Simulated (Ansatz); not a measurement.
Consider the formal exchange of groups at a C–Cl bond: `[CH3][SnH2][CH2]Cl` + BH₃ → `B[CH2][SnH2][CH3]` + HCl.

Program: Ansatz. Geometries: PBE0-D4/def2-TZVP. ΔE: electronic, gas phase. CCSD(T)/CBS adds triple-zeta CCSD(T) − MP2 to the extrapolated MP2 energy (def2 sets, frozen cores). This one scheme is used for every species. Functionals use def2-TZVPP. B3LYP here is the variant with VWN-RPA as its local correlation; programs differ in this. Elements past krypton have def2 core potentials. For Sn outer-core shells are correlated without core-valence functions, which leaves a few kJ/mol of doubt a bond. Each species was taken in one conformer, which may not be the lowest.

`[CH3][SnH2][CH2]Cl`:

```xyz
11

C     0.722    1.602    0.286
Sn   -0.074    0.021   -0.906
C    -0.522   -1.638    0.407
Cl   -1.553   -1.091    1.757
H     0.043    1.797    1.115
H     0.832    2.508   -0.310
H     1.697    1.316    0.682
H     1.055   -0.514   -2.079
H    -1.527    0.484   -1.676
H     0.386   -2.056    0.839
H    -1.059   -2.429   -0.115
```

BH₃:

```xyz
4

B     0.000    0.000    0.000
H     0.507    0.995   -0.422
H     0.554   -0.642    0.840
H    -1.061   -0.353   -0.418
```

`B[CH2][SnH2][CH3]`:

Z-matrix (Å, degrees):
```
Sn
C 1 2.213
B 1 2.765 2 33.0
C 1 2.136 2 106.9 3 112.9
H 1 1.709 2 106.2 3 -127.1
H 1 1.710 2 112.2 3 -8.2
H 2 1.089 1 104.0 3 121.8
H 2 1.090 1 102.2 3 -121.2
H 3 1.201 1 104.3 2 117.5
H 3 1.200 1 107.5 2 -115.7
H 4 1.090 1 110.3 2 179.9
H 4 1.090 1 109.3 2 -60.3
H 4 1.090 1 109.9 2 59.5
```

HCl:

Z-matrix (Å, degrees):
```
Cl
H 1 1.279
```

```
         level  ΔE (eV)
      B3LYP-D4    -1.18
       ωB97X-V    -1.14
           PBE    -1.28
        r2SCAN    -1.29
          PBE0    -1.27
MP2/def2-QZVPP    -1.27
 MP2/CBS(def2)    -1.26
CCSD/CBS(def2)    -1.21
```

(1) What does CCSD(T)/CBS give? (Estimate.)

Largest T1 diagnostic among the species: 0.012.

Answers

(1) Ansatz gave: -1.23 eV. The listed levels differ from it by 0.05, 0.09, -0.05, -0.06, -0.04, -0.04, -0.03, 0.02 eV.

In def2-TZVPP, CCSD(T) changes the Hartree–Fock value by −0.25 eV (the triples alone add −0.03 eV) and MP2 by −0.28 eV.
